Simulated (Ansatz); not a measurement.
Species: dichloro(dimethyl)germane, C₂H₆Cl₂Ge, charge 0, multiplicity 1. SMILES: [CH3][Ge]([CH3])([Cl])[Cl]
Coordinates optimised at B3LYP-D3(BJ)/def2-TZVP (Ansatz, a first-principles code):
```
Ge
C 1 1.9460
H 2 1.0881 1 109.18
H 2 1.0895 3 109.44 1 -119.86
H 2 1.0895 3 109.44 4 -120.27
C 1 1.9460 2 117.90 3 180.00
H 6 1.0881 1 109.18 2 180.00
H 6 1.0895 7 109.44 1 -119.86
H 6 1.0895 7 109.44 8 -120.27
Cl 1 2.1769 2 107.90 3 57.55
Cl 1 2.1769 2 107.90 3 -57.55
```
Charge 0, spin multiplicity 1.

Quantity: atomisation energy (electronic, to ground-state atoms), in kcal/mol. Valence correlation only, unless marked. Open shells are spin-unrestricted. Spin-orbit coupling is left out. Frozen are the shells of the preceding noble gas and the d and f shells that filled before the atom's block. Non-relativistic. The coupled-cluster limit lacks core correlation, which all-electron functionals hold. Basis-set limits of correlation are two-point, X^-3; Hartree-Fock from the larger set.

| level | program | atomisation energy (kcal/mol) |
|---|---|---|
| BLYP-D3(BJ)/def2-TZVPD | Ansatz + dftd3 | … |
| revPBE-D3(BJ)/def2-TZVPD | Ansatz + dftd3 | 915.8 |
| r2SCAN-D3(BJ)/def2-TZVPD | Ansatz + dftd3 | … |
| PBE0/6-31G* | Ansatz | 918.5 |
| HSE06-D3(BJ)/def2-TZVPD | Ansatz + dftd3 | 930.4 |
| SCS-MP2/def2-SVP | Ansatz | 877.3 |
| CCSD/STO-3G | Ansatz | 1009.0 |
| CCSD(T)/CBS(def2-TZVPPD,def2-QZVPPD) | Ansatz | … |

Problem. Some entries are withheld; supply them.

Solution. 
- BLYP-D3(BJ)/def2-TZVPD, atomisation energy (kcal/mol): 914.3
- r2SCAN-D3(BJ)/def2-TZVPD, atomisation energy (kcal/mol): 932.3
- CCSD(T)/CBS(def2-TZVPPD,def2-QZVPPD), atomisation energy (kcal/mol): 928.6
